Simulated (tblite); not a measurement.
Q: What does the GFN2-xTB structure of `C[C@@H]1CO[Si@H]1F` look like in three dimensions?

A: 
```
atom  x, y, z in Å
C1     1.5766    0.3197    0.0064
C2     0.2287   -0.2219    0.4484
C3    -0.4924   -1.1032   -0.5841
O4    -1.7409   -0.3941   -0.6876
Si5   -1.3355    0.8608    0.2917
F6    -2.3183    0.9774    1.5596
H7     1.4929    0.8255   -0.9530
H8     2.2996   -0.4890   -0.0934
H9     1.9560    1.0317    0.7359
H10    0.3361   -0.7397    1.4021
H11   -0.6912   -2.1260   -0.2663
H12   -0.0072   -1.1104   -1.5606
H13   -1.3088    2.1695   -0.3169
```

Any rigid rotation of these coordinates is as good. Atoms count from 1 in this order. The 4-membered ring C2–C3–O4–Si5 has internal angles of 79.5° to 99.9°; it is almost planar, 0.03 Å rms from its mean plane, widest ring torsion 5°. Si5 (fluorine-bound silicon) has angles from 79.5° to 122.3°.

Bonds between heavy atoms (Å): C1–C2 1.518, C2–C3 1.537, C3–O4 1.440, O4–Si5 1.643, Si5–F6 1.608, C2–Si5 1.909.

Structure optimised with GFN2-xTB, isolated species.

Point group: C1 (no symmetry element, even within 0.4 Å). Its GFN2-xTB frequencies are all real (lowest 111 cm⁻¹).

All values are computed, not measured.
